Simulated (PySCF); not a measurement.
NMR data simulated for an unnamed compound:

1H NMR (600 MHz, computed): δ 6.74 (m, 1H), 3.46 (s, 1H), 3.04 (s, 1H).

13C{1H} NMR (computed): δ 146.4 (CH), 132.3 (C), 122.3 (C), 102.6 (CH), 94.7 (CH), 83.9 (C), 81.0 (C).

PySCF 2.14 calculation with NMR shieldings at PBE0/pcSseg-1/GIAO and geometry: GFN2-xTB; averaged over atoms made equivalent by symmetry, fast rotation or ring inversion, one computed conformer, relativity neglected, gas phase.

Chemical shifts δ = σref − σ; 1H and 13C against TMS, all at this level.

**Question.** Which of these does the molecule contain: a nitrile, a CF3 group, a non-aromatic C=C double bond, a C≡C triple bond, a vinyl group CH=CH2, an NH or NH2 group?

**Answer.** 
- A nitrile: no.
- A CF3 group: yes (δC 132.3).
- A non-aromatic C=C double bond: yes.
- A C≡C triple bond: yes (δC 102.6, 81.0; δH 3.46 (s)).
- A vinyl group CH=CH2: no.
- An NH or NH2 group: no.

The data belong to `C#CC(C#C)=CC(F)(F)F`, C7H3F3; they needn't prove each group on their own.

Carbon signals by region: 4 in the sp2 and nitrile region (100–160 ppm), 3 at 50–100 ppm.

Splittings by 19F in the carbon and heteronuclear signals aren't shown, as no couplings were computed. Shifts are as computed. Against solution values, carbons near 30 ppm lie about +3 ppm off and those near 130 ppm about +5 ppm. Of 1211 compounds with measured shifts, 218 miss one by over three times the rms of a fit or turn the order of signals round; such compounds aren't used in these exercises. No couplings were computed; multiplicities are counted from neighbouring protons, with m where these are inequivalent, close in shift, in a saturated or five-membered ring or joined by F or P, and br s for small geminal =CH2 splittings.
